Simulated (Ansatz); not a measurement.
# doublet BeCl: levels of theory in one basis

```xyz
2

Be    0.0000    0.0000   -0.9191
Cl    0.0000    0.0000    0.9191
```

Basis set: def2-SVP (spherical functions). Correlated methods keep 5 orbitals frozen. Correlation on ROHF uses semicanonical orbitals with singles. Charge 0, multiplicity 2.

Computed with Ansatz (development build ahead of 0.2.0); each method stands on the lowest determinant of its kind that the runs found.

| method | E − E(ROHF) (eV) | <S²> of the determinant |
| --- | --- | --- |
| ROHF | 0.00 | – |
| UHF | -0.01 | 0.75 |
| ROHF-MP2 | -3.97 | – |
| UHF-MP2 | -3.98 | 0.75 |

Q: What does ROHF-CCSD(T) give on the same scale?

A: -4.45 eV.
